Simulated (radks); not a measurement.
Valence configurations of V (all share [Ar]). Calculated with a radial shooting solver on a logarithmic mesh with Libxc functionals: scalar-relativistic Kohn-Sham, PBE, spin-polarised, spherical densities, finite nucleus; open shells are filled with parallel spins first; Fermi nuclear charge, rms radius 3.6002 fm. Energies are relative to 3d3 4s2; eigenvalues in eV for spin up.

3d4 4s1: E (eV) -1.111; moment (Bohr magnetons) 5; e(3d) -3.092; e(4s) -4.318
3d3 4s2: E (eV) 0.000; moment (Bohr magnetons) 3; e(3d) -6.003; e(4s) -4.976
3d5: E (eV) 0.677; moment (Bohr magnetons) 5; e(3d) -1.525
3d3 4s1.5 4p0.5: E (eV) 1.199; moment (Bohr magnetons) 4; e(3d) -6.678; e(4p) -2.089; e(4s) -5.597
3d3 4s1 4p1: E (eV) 2.093; moment (Bohr magnetons) 5; e(3d) -7.234; e(4p) -2.447; e(4s) -6.084
3d2.5 4s2 4p0.5: E (eV) 2.681; moment (Bohr magnetons) 3; e(3d) -8.595; e(4p) -2.258; e(4s) -5.979
3d3 4p2: E (eV) 5.776; moment (Bohr magnetons) 5; e(3d) -8.390; e(4p) -3.003
3d2 4s2 4p1: E (eV) 6.374; moment (Bohr magnetons) 3; e(3d) -11.365; e(4p) -2.900; e(4s) -6.946

NIST lists [Ar] 3d3 4s2 as the ground configuration; this level of theory puts 3d4 4s1 lower, by 1.111 eV. The energies are those of spherical high-spin densities, not of single terms.
